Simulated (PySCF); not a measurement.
**Orbital picture of CaCd**

r²SCAN at R = 3.856 Å; basis Ca def2-SVP, Cd def2-SVP with ECP28; scalar-relativistic core potentials; PySCF 2.14. State: ¹Σ⁺ (singlet), closed shell. Only the outer orbitals are listed, counted within each symmetry, core potentials removing the inner ones.

```json
{"orbital": "1δ", "occ.": "2", "ε (eV)": "-12.11", "on Ca (%)": "0", "main shells (%)": "100 Cd d"}
{"orbital": "1δ", "occ.": "2", "ε (eV)": "-12.11", "on Ca (%)": "0", "main shells (%)": "100 Cd d"}
{"orbital": "8σ", "occ.": "2", "ε (eV)": "-12.10", "on Ca (%)": "0", "main shells (%)": "100 Cd d"}
{"orbital": "4π", "occ.": "2", "ε (eV)": "-12.10", "on Ca (%)": "0", "main shells (%)": "100 Cd d"}
{"orbital": "4π", "occ.": "2", "ε (eV)": "-12.10", "on Ca (%)": "0", "main shells (%)": "100 Cd d"}
{"orbital": "9σ", "occ.": "2", "ε (eV)": "-6.14", "on Ca (%)": "11", "main shells (%)": "89 Cd s"}
{"orbital": "10σ", "occ.": "2", "ε (eV)": "-3.70", "on Ca (%)": "88", "main shells (%)": "88 Ca s"}
{"orbital": "11σ", "occ.": "0", "ε (eV)": "-1.74", "on Ca (%)": "55", "main shells (%)": "44 Cd p, 31 Ca d, 19 Ca p"}
{"orbital": "5π", "occ.": "0", "ε (eV)": "-1.62", "on Ca (%)": "67", "main shells (%)": "58 Ca d, 32 Cd p, 9 Ca p"}
{"orbital": "5π", "occ.": "0", "ε (eV)": "-1.62", "on Ca (%)": "67", "main shells (%)": "58 Ca d, 32 Cd p, 9 Ca p"}
```

Task: Which are the highest filled and the lowest empty level, where do they sit, and how wide is the gap?

Result: Highest filled 10σ at -3.70 eV (in %: 88 Ca s); lowest empty 11σ at -1.74 eV (in %: 44 Cd p, 31 Ca d, 19 Ca p); the gap at r²SCAN is 1.96 eV.

The bond order (Mayer) is 0.38 and the ⟨S²⟩ is 0.000. The charge on Ca (Mulliken, basis-dependent) is 0.01. The charge on Ca (Löwdin, basis-dependent) is 0.06 and the dipole moment (positive dipole means Ca(−)Cd(+)) is -0.23 D.

Closed-shell solutions of metal pairs were not tested for spin polarisation, which can lower them a little.
